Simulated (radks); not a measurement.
Nb4+, configuration [Ar] 3d10 4s2 4p5.75 4d1 5p0.25 (fractional occupations, a model configuration).

Method: scalar-relativistic Kohn-Sham, LDA (Slater exchange, VWN5 correlation), spin-polarised, spherical densities, finite nucleus; open shells are filled with parallel spins first (spin-orbit coupling, left out, can overturn this in heavy ions); Fermi nuclear charge, rms radius 4.324 fm; computed with a radial shooting solver on a logarithmic mesh with Libxc functionals.

Energy parts (eV):
| part | energy |
|---|---|
| total | -103729.924 |
| kinetic | 106774.410 |
| electron-nucleus | -248218.029 |
| Hartree | 40790.332 |
| exchange-correlation | -3076.636 |

Orbitals (lengths in bohr, moments of r in powers of bohr; <r^-3> diverges for s and p1/2):
| orbital | occ. | eigenvalue (eV) | <r> | <r^-3> | <r^2> |
|---|---|---|---|---|---|
| 1s up | 1 | -18830.87 | 0.03613 | - | 0.001761 |
| 1s down | 1 | -18830.81 | 0.03613 | - | 0.001761 |
| 2s up | 1 | -2677.699 | 0.1582 | - | 0.02951 |
| 2s down | 1 | -2677.525 | 0.1582 | - | 0.02951 |
| 2p up | 3 | -2398.172 | 0.1378 | 2343 | 0.02321 |
| 2p down | 3 | -2398.016 | 0.1378 | 2343 | 0.02321 |
| 3s up | 1 | -487.2566 | 0.4439 | - | 0.2259 |
| 3s down | 1 | -487.0930 | 0.4439 | - | 0.2258 |
| 3p up | 3 | -395.8957 | 0.4462 | 384.4 | 0.2319 |
| 3p down | 3 | -395.7165 | 0.4461 | 384.4 | 0.2318 |
| 3d up | 5 | -246.0939 | 0.4328 | 50.63 | 0.2259 |
| 3d down | 5 | -245.8721 | 0.4326 | 50.65 | 0.2256 |
| 4s up | 1 | -105.8633 | 1.132 | - | 1.448 |
| 4s down | 1 | -104.8154 | 1.130 | - | 1.443 |
| 4p up | 3 | -81.1276 | 1.245 | 58.01 | 1.765 |
| 4p down | 2.75 | -80.0218 | 1.243 | 58.34 | 1.759 |
| 4d up | 1 | -45.5561 | 1.589 | 4.980 | 2.926 |
| 4d down | 0 | -44.3835 | 1.589 | 4.999 | 2.930 |
| 5p up | 0.25 | -29.7614 | 2.901 | 12.35 | 9.413 |
| 5p down | 0 | -28.8723 | 2.937 | 11.94 | 9.654 |

The highest occupied level is 5p up at -29.761 eV. The configuration is held as typed, so some empty levels lie below it. The density falls to 0.001 e/bohr^3 at r = 3.31 bohr. The electron density at the nucleus is 8.37e+04 e/bohr^3 (large components only). The spin density at the nucleus is -0.9493 e/bohr^3 (1s -0.1215, 2s -0.1760, 3s 0.0129, 4s -0.6647). Summed over all electrons, <r^2> = 22.60 bohr^2, which gives a Langevin (diamagnetic) susceptibility term of -17.9 x 10^-6 cm^3/mol.
